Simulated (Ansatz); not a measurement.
SnGe₅, relaxed as a singlet with RKS r2SCAN-D4/def2-SVP in Ansatz, starting from the GFN2-xTB geometry. Force threshold 0.02 eV/Å.

In the def2 sets Sn takes a core potential; there is no spin–orbit coupling. The restricted singlet is unstable towards broken spin symmetry in Hartree–Fock (as tested in another run); at r2SCAN-D4/def2-SVP this wasn't settled. Another isomer (singlet) lies 0.51 eV lower at PBE0-D4/def2-TZVP; other spin states weren't run for this one.

Start:

```
atom    x (Å)    y (Å)    z (Å)
 Ge1  -0.5131   0.1716   1.9198
 Ge2   1.8471  -0.1023   0.9374
 Ge3   0.6281  -0.3904  -2.1768
 Ge4  -2.0923   0.0669  -0.1257
 Ge5  -0.0487  -1.3367  -0.0918
 Sn6   0.1789   1.5910  -0.4629
```

(1) Estimate the energy that the relaxation releases and the steps that it takes.

(2) Does the start keep its bonding and symmetry?

(3) Predict the relaxed structure.

Results:

(1) 1.8 kcal/mol, in 7 steps; 79 s on 4 threads of Intel Xeon on a shared host. No frequencies were taken in this run, so the end may be a saddle point.

(2) By distances, no bond broke or formed. The bond that changes most is Ge1–Ge2, from 2.57 to 2.72 Å (atoms count from 1).

(3) 
Cartesian coordinates in Å:
```
Ge -0.533 0.203 1.933
Ge 1.935 -0.115 0.823
Ge 0.563 -0.373 -2.112
Ge -2.080 0.052 -0.296
Ge -0.058 -1.406 0.013
Sn 0.173 1.639 -0.361
```
Bond lengths: 6 × Ge–Ge 2.44 to 2.72 Å; 5 × Ge–Sn 2.70 to 3.08 Å.
